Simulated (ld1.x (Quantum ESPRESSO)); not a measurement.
The numbers below are computed, except where a source is named.
# Hardness and transferability of assorted potentials

Generated with ld1.x 7.5 (TM, RRKJ, ultrasoft, PAW), atompaw 4.2 or ONCVPSP 4.0.1. The cutoff is in Ry: for ld1.x and atompaw files where the sum of valence levels is converged to 10 mRy in a Bessel basis, for ONCV files where the hardest occupied wave has 1 mHa per electron of residual kinetic energy. The error is the largest all-electron minus pseudo excitation energy over each file’s own four to seven test configurations (ionisations up to +4, promotions, holes and added fractions of an electron), all of which were solved. The labels leave out finer settings (local radius, basis sizes, second energies), which also bear on the numbers. Spin-polarised tests are not counted. The rows are a selection from randomly drawn settings: files with unsolved tests, undetermined cutoffs or missed reference levels are left out.

A true bound ghost makes a file unfit for plane-wave use even where its test errors are small: the radial tests pick states by their node count and pass the ghost by.

```tsv
element	potential	cutoff (Ry)	largest error (meV)	bound ghosts
He	RRKJ, LDA (PZ), non-relativistic, rc 0.85/0.75 (sp), local s, core correction no, reference 1s2	80	+24	none
Ge	TM, PW91, scalar-relativistic, rc 1.45/2.30 (sp), local p, core correction yes, reference 4s2 4p1.5	35	-277	none
Rb	TM, PBEsol, fully relativistic, rc 2.95/4.20/4.20 (spd), local s, core correction no, reference 4d1 5s0 5p0	6	+54	none
Hf	RRKJ, LDA (PZ), scalar-relativistic, rc 2.30/4.20/2.30 (spd), local s, core correction yes, reference 5d2 6s1.75 6p0.25	21	-33	none
Tl	TM semilocal, LDA (PZ), non-relativistic, rc 2.34/2.88/3.16 (spd), local p, core correction yes, reference 6s2 6p0	15	-100	none
```

Fill in the row for Tc: TM, PW91, scalar-relativistic, rc 1.55/1.35/2.05 (spd), local s, core correction yes, reference 4s2 4p6 4d4 5s0 5p0.

cutoff 80 Ry, largest error +2533 meV, bound ghosts: none.

Fill in the row for Br: RRKJ, PBE, fully relativistic, rc 1.15/1.30/1.25 (spd), local s, core correction yes, reference 4s2 4p3.

cutoff 90 Ry, largest error -6.6 meV, bound ghosts: p3/2, d5/2, d3/2.
